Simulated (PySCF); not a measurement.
**Polarisability and C₆ of Be⁺ (beryllium, charge +1)**

[He] 2s1, 2S determinant. All numbers are calculated (PySCF 2.14, the spin-free X2C one-electron Hamiltonian (Gaussian nucleus), in dyall-av3z). Coupled (time-dependent) response in atomic units; α is the mean over directions.

```json
{"method": "UHF", "mean α (bohr³)": "24.92", "C₆ (like pair)": "71.05", "S(−4)": "1136"}
{"method": "PBE", "mean α (bohr³)": "21.51", "C₆ (like pair)": "57.27", "S(−4)": "847.2"}
{"method": "PBE0", "mean α (bohr³)": "22.22", "C₆ (like pair)": "60.05", "S(−4)": "904.1"}
{"method": "wB97X", "mean α (bohr³)": "24.17", "C₆ (like pair)": "69.05", "S(−4)": "1035"}
{"method": "LC-wPBE", "mean α (bohr³)": "23.24", "C₆ (like pair)": "63.82", "S(−4)": "998.9"}
```

S(−4) is the Cauchy moment in α(ω) = α(0) + S(−4) ω² + …

α(iu) at PBE:

| u (hartree) | α(iu) (bohr³) |
| --- | --- |
| 0 | 21.51 |
| 0.0500 | 19.59 |
| 0.100 | 15.50 |
| 0.200 | 8.637 |
| 0.300 | 5.138 |
| 0.500 | 2.394 |
| 0.750 | 1.255 |
| 1.00 | 0.7882 |
| 1.50 | 0.4102 |
| 2.00 | 0.2610 |
| 3.00 | 0.1414 |
| 5.00 | 0.06667 |

For an ion, C₆ is the dispersion term alone; charge-induced terms of lower order in 1/R come first.
